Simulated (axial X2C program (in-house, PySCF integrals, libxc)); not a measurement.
# CuH⁺: from the spin-free to the two-component result

Computed with an in-house relativistic program for diatomic molecules. Spin-free means the one-electron spin-free X2C Hamiltonian; two-component (2c) means X2C with spin–orbit coupling and atomic mean-field two-electron Coulomb and Gaunt terms, so the difference of the two also holds small scalar two-electron terms. Basis: Cu dyall-cv3z [9s9p6d3f2g], H dyall-v3z [6s2p1d] (cores contracted in-house); Gaussian nuclei, density fitting, unrestricted open shells. Masses: Cu 62.930 u, H 1.008 u.

Spin-free state: M_S = 1/2, Λ = 0 (beyond evenly filled blocks: σα); fragments Cu+ + H.

```
level  Re (Å)  ωe (cm⁻¹)  De (eV)  μ (D)
 PBE0   1.466     1900.6    1.323  -0.85
   HF   1.516     2004.3    0.829  -2.55
  MP2   1.392     2150.7      n/a    n/a
 BP86   1.476     1850.8    1.821  -0.54
```

Correlated methods: 11 electrons correlated (number of frozen shells: Cu 3 s, 2 p; H none), 181 virtual spin orbitals or spinors in MP2.

Dipoles are positive if H is the positive end and refer to the centre of mass.

Two-component determinant lowest at the distance of the search:

Ω = 1/2 (⟨Sz⟩ = 0.46, ⟨Lz⟩ = 0.04 at HF); fragments Cu+ + H.

```tsv
level	Re (Å)	ωe (cm⁻¹)	De (eV)	μ (D)
PBE0	1.466	1899.0	1.321	-0.85
HF	1.520	1994.1	0.843	-2.56
MP2	1.394	2130.2	n/a	n/a
BP86	1.476	1849.3	1.819	-0.54
```

Problem. From the two tables, how do the constants change at the MP2 level (2c against spin-free)?

Solution. At the MP2 level Re increases by 0.002 Å and ωe drops by 20.5 cm⁻¹.

Occupations by symmetry block were frozen at the best pattern of an incomplete PBE0 search. De is counted from the lowest determinant-based energies of the atoms at the same level, without counterpoise correction. Density functionals use the spin component along the axis (collinear). The determinant is spin-polarised beyond a pure state at some levels (its spin-free form has ⟨S²⟩ too high), which makes Re and μ there less reliable.
